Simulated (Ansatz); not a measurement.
Reaction (redistribution): `[Cl][SnH]([Cl])[Cl]` + `F[SiH2][SiH3]` → `[SiH3][SnH]([Cl])[Cl]` + `F[SiH2]Cl`

Calculated with Ansatz (gas phase, PBE0-D4/def2-TZVP geometries, no zero-point term in ΔE). CCSD(T)/CBS adds triple-zeta CCSD(T) − MP2 to the extrapolated MP2 energy (def2 sets, frozen cores). This one scheme is used for every species. Functionals use def2-TZVPP. B3LYP here is the variant with VWN-RPA as its local correlation; programs differ in this. Elements past krypton have def2 core potentials. For Sn outer-core shells are correlated without core-valence functions, which leaves a few kJ/mol of doubt a bond.

`[Cl][SnH]([Cl])[Cl]`:

Z-matrix (Å, degrees):
```
Sn
Cl 1 2.300
Cl 1 2.300 2 107.4
Cl 1 2.300 2 107.4 3 115.3
H 1 1.692 2 111.5 3 -122.4
```

`F[SiH2][SiH3]`:

```xyz
8

F    -0.751    1.444    1.579
Si   -0.766    0.003    0.868
Si    0.777   -0.030   -0.894
H    -0.429   -1.013    1.899
H    -2.148   -0.245    0.380
H     0.429    0.991   -1.917
H     0.736   -1.379   -1.522
H     2.153    0.229   -0.393
```

`[SiH3][SnH]([Cl])[Cl]`:

Z-matrix (Å, degrees):
```
Si
Sn 1 2.561
H 1 1.483 2 108.5
H 1 1.483 2 108.5 3 -120.1
H 1 1.481 2 107.1 3 119.9
Cl 2 2.332 1 107.6 3 -62.9
Cl 2 2.332 1 107.6 3 -176.4
H 2 1.703 1 123.2 3 60.3
```

`F[SiH2]Cl`:

Cartesian coordinates in Å:
```
F -0.221 0.385 1.530
Si -0.117 0.025 -0.015
Cl 1.796 -0.528 -0.434
H -0.445 1.234 -0.795
H -1.013 -1.115 -0.286
```

```tsv
level	ΔE (kcal/mol)
B3LYP-D4	-14.7
CCSD/def2-TZVPP	-15.3
```

**Question.** What does CCSD(T)/CBS give? (Estimate.)

**Answer.** The calculation gave: -15.2 kcal/mol. The listed levels differ from it by 0.5, -0.1 kcal/mol.

Largest T1 diagnostic among the species: 0.012.

In def2-TZVPP, CCSD(T) changes the Hartree–Fock value by −0.8 kcal/mol (the triples alone add +0.2 kcal/mol) and MP2 by −2.7 kcal/mol. Leaving LDA and LC-ωPBE aside and taking each functional with its dispersion term where it has one, the values, not all of them listed here, spread over 3.4 kcal/mol, from ωB97M-V to B97M-V. LDA lies −1.3 kcal/mol from PBE without D4. From BLYP to BHLYP (50 % exact exchange), in def2-TZVPP and without D4, ΔE moves by −1.0 kcal/mol.
